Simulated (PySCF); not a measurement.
**Cs2: from constants to spectrum**

RHF-CCSD(T) constants of Cs2, ¹Σg⁺ (singlet), closed shell (basis Cs def2-SVPD with ECP46; scalar-relativistic core potentials; PySCF 2.14; masses 132.9054 and 132.9054 u):

| Property | Result |
| --- | --- |
| ωe | 36.3 cm⁻¹ |
| ωexe | 0.0557 cm⁻¹ |
| Be | 0.011058 cm⁻¹ |
| αe | 2.22e-05 cm⁻¹ |
| D (centrifugal) | 4.1e-09 cm⁻¹ |
| De to Cs + Cs | 0.357 eV |

Give the vibrational terms G(v) and spacings up to v = 6.

G(v) = ωe(v+½) − ωexe(v+½)².

```csv
v,G(v) (cm⁻¹),G(v) − G(v−1),Bv (cm⁻¹)
0,18.1,,0.01105
1,54.3,36.2,0.01102
2,90.4,36.1,0.01100
3,126.4,36.0,0.01098
4,162.2,35.9,0.01096
5,198.0,35.7,0.01094
6,233.6,35.6,0.01091
```

Correlated steps freeze no core orbitals. The bond is weak. Basis-set superposition, not corrected here, can be much of De in a small basis, most of all at correlated wavefunction levels. Spin–orbit coupling is left out. Where the molecule has an RHF reference, its open-shell atoms are computed with UHF.
